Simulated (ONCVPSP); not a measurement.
Varying the ONCV potential for Ti

Base potential:

```json
{
 "Element": "titanium (Ti)",
 "Generator": "ONCVPSP 4.0.1",
 "Type": "optimised norm-conserving Vanderbilt (ONCV)",
 "Functional": "PBE",
 "Relativity": "scalar-relativistic",
 "Frozen core": "[Ne]",
 "Valence charge": "12",
 "Reference configuration": "3s2 3p6 3d2 4s2",
 "Partial waves": "3s+4s: rc 1.95 bohr, ncon 4, nbas 7, qcut 6.8 1/bohr, 3 projectors, debl 0.7 Ha; 3p: rc 1.70 bohr, ncon 5, nbas 10, qcut 8.7 1/bohr, 2 projectors, debl 0.5 Ha; 3d: rc 2.45 bohr, ncon 4, nbas 9, qcut 6.8 1/bohr, 1 projector",
 "Local potential": "polynomial inside 1.55 bohr (lpopt 3, dvloc0 3 Ha)",
 "Core correction": "none"
}
```

In the p channel the program set the typed energies aside and used -1.428, 0.250 Ha.

Cutoffs, loose and tight: the cutoffs (Ha) at which the residual kinetic energy of the hardest occupied pseudo-wave falls to 1 and 0.1 mHa per electron. They do not see the model core or the augmentation charge, which bear on the density cutoff. Test errors are all-electron minus pseudo excitation energies from the reference, over the configurations 3s2 3p6 3d2 4s1; 3s2 3p6 3d2 4s0; 3s2 3p6 3d1 4s0; 3s2 3p6 3d1 4s2 4p1. A dash means not determined; rows that change the core or the reference have their own tests.

```tsv
change	outcome	cutoff, loose	cutoff, tight	bound ghosts	GHOST(+) flags above zero	largest test error (meV)
base	generated, projector energies reset by the program	20 Ha	25 Ha	none	none	+194
s: rc 2.66	generated, projector energies reset by the program	20 Ha	25 Ha	none	none	+195
s: qcut 7.9; p: qcut 10.1; d: qcut 7.9	generated, projector energies reset by the program	20 Ha	23 Ha	none	none	+149
d: qcut 5.4	generated, projector energies reset by the program	20 Ha	25 Ha	none	none	+288
core correction Teter function fitted to the true core (icmod 2), fcfact 0.3	generated, projector energies reset by the program	20 Ha	25 Ha	none	none	+193
```

Q: What comes out with this change to the base: p: ncon 4, nbas 9?

A: outcome: generated, projector energies reset by the program; cutoff, loose: 21 Ha; cutoff, tight: 25 Ha; bound ghosts: none; GHOST(+) flags above zero: none; largest test error (meV): +194.
